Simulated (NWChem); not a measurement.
# C₂H₆BClS; SMILES ClB(C)SC

```xyz
11

B      0.3074     0.3964     0.0000
Cl    -0.4023     2.0287     0.0000
C      1.8652     0.1897     0.0000
H      2.1855    -0.3983     0.8870
H      2.4197     1.1470     0.0000
H      2.1855    -0.3983    -0.8870
S     -0.9022    -0.9358     0.0000
C      0.1307    -2.4473     0.0000
H      0.7665    -2.4961    -0.9042
H     -0.5616    -3.3095     0.0000
H      0.7665    -2.4961     0.9042
```
Atoms are numbered in this order, from 1.

Program: NWChem. All runs use the structure optimised with PBE-D3(BJ)/def2-SVP.

Question: Among these, which level gives the highest value of “highest occupied level (eV)”?
A) PBE/STO-3G
B) PBE/aug-pcseg-1
C) PBE/pcseg-2
D) PBE/pcseg-1

Answer: A, PBE/STO-3G. Values: PBE/pcseg-1 -6.40; PBE/aug-pcseg-1 -6.37; PBE/pcseg-2 -6.34; PBE/STO-3G -3.78
